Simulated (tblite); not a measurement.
Parent: `[CH3:1][CH2:2][C@@H:3]1[CH2:4][C@H:5]1[SiH3:6]` with C1–C2–C3–C4 154°, C5H12Si.

The geometries are computed with GFN2-xTB (gas phase). One conformer each, not checked by frequencies here.

| coordinate of the parent | value |
| --- | --- |
| C1–C2 | 1.526 Å |
| C2–C3 | 1.510 Å |
| C3–C4 | 1.493 Å |
| C4–C5 | 1.506 Å |
| C5–Si6 | 1.880 Å |
| C3–C5 | 1.506 Å |
| C1–C2–C3 | 111.2° |
| C2–C3–C4 | 120.6° |
| C2–C3–C5 | 119.7° |
| C4–C3–C5 | 60.3° |
| C3–C4–C5 | 60.3° |
| C4–C5–Si6 | 120.8° |
| C3–C5–C4 | 59.4° |
| C3–C5–Si6 | 121.1° |

How does the shared frame change in `[CH2:1]=[CH:2][C@@:3]1([SiH3:4])[CH2:5][C@@H:6]1[CH2:7][CH3:8]` with C1–C2–C3–Si4 96°, C5–C6–C7–C8 -156°, C7H14Si? Atoms pair as C1 = C8, C2 = C7, C3 = C6, C4 = C5, C5 = C3, Si6 = Si4 (parent first).

```csv
parent,relative,value in the relative,change
C1–C2,C8–C7,1.525 Å,-0.001
C2–C3,C7–C6,1.509 Å,-0.001
C3–C4,C6–C5,1.497 Å,+0.004
C4–C5,C5–C3,1.509 Å,+0.003
C5–Si6,C3–Si4,1.893 Å,+0.013
C3–C5,C6–C3,1.506 Å,0.000
C1–C2–C3,C8–C7–C6,111.3°,+0.1
C2–C3–C4,C7–C6–C5,121.4°,+0.8
C2–C3–C5,C7–C6–C3,122.9°,+3.2
C4–C3–C5,C5–C6–C3,60.3°,0.0
C3–C4–C5,C6–C5–C3,60.1°,-0.2
C4–C5–Si6,C5–C3–Si4,119.2°,-1.6
C3–C5–C4,C6–C3–C5,59.5°,+0.1
C3–C5–Si6,C6–C3–Si4,123.3°,+2.2
```

Of the parent's bonds, C5–Si6 changes most (+0.013 Å). Bonds of the relative outside the shared frame: C1=C2 1.322, C2–C3 1.484 Å. Point group C1 → C1.

How does the shared frame change in `[CH3:1][CH2:2][C@@H:3]1[CH2:4][C@:5]1([SiH3:6])[CH2:7][Cl:8]` with C1–C2–C3–C4 -94°, C4–C5–C7–Cl8 -152°, C6H13ClSi? Atoms pair as C1 = C1, C2 = C2, C3 = C3, C4 = C4, C5 = C5, Si6 = Si6 (parent first).

```
   parent   relative  value in the relative  change
    C1–C2      C1–C2                1.526 Å   0.000
    C2–C3      C2–C3                1.511 Å  +0.001
    C3–C4      C3–C4                1.493 Å   0.000
    C4–C5      C4–C5                1.510 Å  +0.004
   C5–Si6     C5–Si6                1.894 Å  +0.014
    C3–C5      C3–C5                1.512 Å  +0.006
 C1–C2–C3   C1–C2–C3                 110.8°    -0.4
 C2–C3–C4   C2–C3–C4                 121.7°    +1.1
 C2–C3–C5   C2–C3–C5                 123.2°    +3.5
 C4–C3–C5   C4–C3–C5                  60.3°     0.0
 C3–C4–C5   C3–C4–C5                  60.5°    +0.2
C4–C5–Si6  C4–C5–Si6                 119.8°    -1.0
 C3–C5–C4   C3–C5–C4                  59.2°    -0.2
C3–C5–Si6  C3–C5–Si6                 116.7°    -4.4
```

Of the parent's bonds, C5–Si6 changes most (+0.014 Å). Bonds of the relative outside the shared frame: C5–C7 1.501, C7–Cl8 1.789 Å. Point group C1 → C1.

How does the shared frame change in `[CH3:1][CH2:2][C@@H:3]1[CH2:4][C@:5]1([SiH3:6])[C:7]([CH3:8])=[O:9]` with C1–C2–C3–C4 155°, C4–C5–C7–C8 28°, C7H14OSi? Atoms pair as C1 = C1, C2 = C2, C3 = C3, C4 = C4, C5 = C5, Si6 = Si6 (parent first).

| parent | relative | value in the relative | change |
| --- | --- | --- | --- |
| C1–C2 | C1–C2 | 1.526 Å | 0.000 |
| C2–C3 | C2–C3 | 1.510 Å | 0.000 |
| C3–C4 | C3–C4 | 1.494 Å | +0.001 |
| C4–C5 | C4–C5 | 1.503 Å | -0.003 |
| C5–Si6 | C5–Si6 | 1.898 Å | +0.018 |
| C3–C5 | C3–C5 | 1.515 Å | +0.009 |
| C1–C2–C3 | C1–C2–C3 | 111.0° | -0.2 |
| C2–C3–C4 | C2–C3–C4 | 121.3° | +0.7 |
| C2–C3–C5 | C2–C3–C5 | 120.5° | +0.8 |
| C4–C3–C5 | C4–C3–C5 | 59.9° | -0.4 |
| C3–C4–C5 | C3–C4–C5 | 60.7° | +0.4 |
| C4–C5–Si6 | C4–C5–Si6 | 120.9° | +0.1 |
| C3–C5–C4 | C3–C5–C4 | 59.4° | 0.0 |
| C3–C5–Si6 | C3–C5–Si6 | 116.8° | -4.3 |

Of the parent's bonds, C5–Si6 changes most (+0.018 Å). Bonds of the relative outside the shared frame: C5–C7 1.483, C7–C8 1.510, C7=O9 1.212 Å. Point group C1 → C1.
